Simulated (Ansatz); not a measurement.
Compare A (`BN(C)BC`) with its isomer B (`BCN(B)C`).

Program: Ansatz. Geometries: PBE0-D4/def2-TZVP. ΔE: electronic, gas phase. CCSD(T)/CBS adds triple-zeta CCSD(T) − MP2 to the extrapolated MP2 energy (def2 sets, frozen cores). DFT in def2-TZVPP. Each species was taken in one conformer, which may not be the lowest.

A:

```xyz
14

B     1.068    0.798    1.595
N     0.225    0.252    0.599
C    -1.167   -0.061    0.916
B     0.733    0.006   -0.718
C    -0.112   -0.600   -1.883
H     0.627    0.996    2.692
H     2.202    1.050    1.323
H    -1.378   -1.120    0.753
H    -1.369    0.175    1.960
H    -1.852    0.518    0.293
H     1.883    0.281   -0.901
H    -0.014    0.026   -2.777
H    -1.173   -0.758   -1.685
H     0.327   -1.565   -2.168
```

B:

Z-matrix (Å, degrees):
```
C
N 1 1.449
B 1 1.548 2 119.1
H 1 1.098 2 110.8 3 134.7
H 1 1.113 2 109.5 3 -112.1
C 2 1.446 1 114.0 3 151.7
B 2 1.386 1 122.7 3 -33.8
H 3 1.197 1 118.4 2 164.3
H 3 1.194 1 121.5 2 -22.8
H 6 1.096 2 110.9 1 -62.4
H 6 1.089 2 109.9 1 177.3
H 6 1.096 2 110.9 1 57.1
H 7 1.197 2 119.1 1 -177.4
H 7 1.198 2 119.1 1 1.7
```

Q: Which is lower in electronic energy at CCSD(T)/CBS, and by how much? (An estimate is asked.)

A: The calculation gave: A, by 173.1 kJ/mol.

Q: Give E(B) − E(A) in kJ/mol with PBE-D4, r2SCAN-D4, ωB97M-V, HF/def2-TZVPP, MP2/def2-TZVPP, CCSD/def2-TZVPP, PBE0-D4. (Estimate.)

A: The calculation gave: PBE-D4 167.0, r2SCAN-D4 173.2, ωB97M-V 172.5, HF/def2-TZVPP 175.7, MP2/def2-TZVPP 176.3, CCSD/def2-TZVPP 172.5, PBE0-D4 170.6. None reverses the order clearly.

Largest T1 diagnostic: 0.013.

From PBE to PBE0 (25 % exact exchange), in def2-TZVPP and without D4, E(B) − E(A) moves by +3.5 kJ/mol.
